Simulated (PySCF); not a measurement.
Species: C5H5ClF2.
Structure used (PBE0-D3(BJ)/def2-SVP), in Å, numbered top down from 1:
```
atom  x, y, z in Å
C1     2.0198   -0.4104   -0.6522
C2     0.9267   -0.1983    0.0609
C3    -0.3197    0.5682    0.2388
C4    -1.4885    0.3517   -0.6692
F5    -1.3418    1.0793   -1.8002
Cl6   -3.0093    0.8252    0.1380
C7     0.0968   -0.5076    1.2186
F8     0.4856   -0.1289    2.4564
H9     2.2088    0.1492   -1.5726
H10    2.7665   -1.1437   -0.3348
H11   -0.2159    1.6005    0.5975
H12   -1.6005   -0.7073   -0.9477
H13   -0.4807   -1.4413    1.2394
```

Computed, not measured: TDDFT PBE0/def2-SVPD, vertical, gas phase, core orbitals frozen in the response in PySCF 2.14.0, density-fitted response routines.

Question: What does the calculation give for the low-lying excited states?

Answer: 

```csv
state,E (eV),ν̃ (cm⁻¹),f,|μ| (D),"main configurations (H = HOMO, L = LUMO)"
S1,5.96,48100,0.0065,0.53,"H-1→L (76%), H-3→L (9%)"
S2,6.38,51440,0.0078,0.57,"H-2→L (75%), H-4→L (12%)"
S3,6.86,55340,0.219,2.90,"H→L (56%), H-3→L (31%)"
S4,7.10,57250,0.174,2.55,"H-3→L (54%), H→L (22%), H-1→L (11%)"
S5,7.44,59970,0.046,1.27,H-4→L (69%)
S6,7.57,61020,0.016,0.75,"H→L+1 (46%), H-1→L+1 (25%), H-3→L+1 (11%)"
```

The lowest singlet lies at 5.96 eV (208 nm, ultraviolet) and is weak; its leading configuration is HOMO-1→LUMO (76%). The strongest level in the table is S3 at 6.86 eV (181 nm, f = 0.219). Löwdin shares by element: HOMO carbon 74% or more, chlorine 5% (atoms not listed hold the other 21%); LUMO carbon 71% or more (atoms not listed hold the other 29%). Weighted by f, the mean energy of these states is 7.01 eV. The oscillator strengths of these states sum to 0.470; summed over the whole spectrum of an exact calculation they would give the number of electrons, 70 (Thomas–Reiche–Kuhn). Of the 6 states listed, 4 reach f = 0.01 and none stays under 0.0005. Singlets were solved by full linear response.

On Arm Neoverse V1, one thread, shared host, this took 42 s of wall time.

One conformer stands for the species.
